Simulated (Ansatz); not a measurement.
Compare A (`BCO/C=N/C`) with its isomer B (`BC(O)C(=C)N`).

Computed with Ansatz on PBE0-D4/def2-TZVP structures; ΔE is electronic, products minus reactants. CBS: MP2 limit from def2 TZ/QZ plus the TZ coupled-cluster correction, frozen cores. Functionals use def2-TZVPP. Each species was taken in one conformer, which may not be the lowest.

Question: Which isomer does CCSD(T)/CBS put lower? Give the gap. (Best estimate.)

Answer: Ansatz gave: B, by 18.1 kJ/mol.

Question: Give E(B) − E(A) in kJ/mol with HF/def2-TZVPP, ωB97M-V, PBE0-D4, r2SCAN-D4, B2PLYP, PBE-D4, MP2/def2-TZVPP. (Best estimate.)

Answer: Ansatz gave: HF/def2-TZVPP 5.0, ωB97M-V -12.4, PBE0-D4 -12.1, r2SCAN-D4 -9.2, B2PLYP -4.6, PBE-D4 -8.1, MP2/def2-TZVPP -17.9. The order is the other way round with HF/def2-TZVPP.

Largest T1 diagnostic: 0.013.

The D4 term adds −7.5 kJ/mol with B3LYP and −3.9 kJ/mol with PBE0; it sums over pairs of atoms, weighted by their polarisabilities, and B3LYP, whose exchange is more repulsive, gets the larger term. From PBE to PBE0 (25 % exact exchange), in def2-TZVPP and without D4, E(B) − E(A) moves by −4.7 kJ/mol.

B3LYP here is the variant with VWN-RPA as its local correlation; programs differ in this.
